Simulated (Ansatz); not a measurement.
One change: `CC(C)OB(O)F` becomes `CC(C)[O][Sn][Cl]`.

Ansatz, PBE0-D4/def2-TZVP geometries, multiplicity 1. Each molecule was computed in one conformer, which needn't be the lowest.

Elements past krypton have def2 core potentials.

```json
{"property": "HOMO–LUMO gap (PBE/def2-TZVPP) / eV", "`CC(C)OB(O)F`": "6.93"}
{"property": "HOMO energy (B3LYP/def2-TZVPP) / eV", "`CC(C)OB(O)F`": "-8.40"}
{"property": "LUMO energy (PBE0/def2-TZVPP) / eV", "`CC(C)OB(O)F`": "0.67"}
{"property": "HOMO–LUMO gap (B3LYP/def2-TZVPP) / eV", "`CC(C)OB(O)F`": "8.69"}
{"property": "HOMO energy (PBE0/def2-TZVPP) / eV", "`CC(C)OB(O)F`": "-8.63"}
{"property": "size of the dipole moment (B3LYP/def2-TZVPP) / D", "`CC(C)OB(O)F`": "1.78"}
```

Problem. What does the change do to each property? (An estimate is asked.)

Solution. Ansatz gave: 
```
                                        property  `CC(C)[O][Sn][Cl]`  shift
             HOMO–LUMO gap (PBE/def2-TZVPP) / eV                3.26  -3.67
             HOMO energy (B3LYP/def2-TZVPP) / eV               -7.44   0.96
              LUMO energy (PBE0/def2-TZVPP) / eV               -2.45  -3.12
           HOMO–LUMO gap (B3LYP/def2-TZVPP) / eV                4.77  -3.92
              HOMO energy (PBE0/def2-TZVPP) / eV               -7.63   1.00
size of the dipole moment (B3LYP/def2-TZVPP) / D                1.86   0.08
```

With PBE0 the HOMO rises by 1.00 eV and the LUMO falls by 3.12 eV, so the gap narrows by about 4.12 eV. PBE moves the HOMO by 0.74 eV and ωB97M-V by 1.21 eV. Dipoles are sizes alone; their direction can turn.

B3LYP here is the variant with VWN-RPA as its local correlation; programs differ in this.
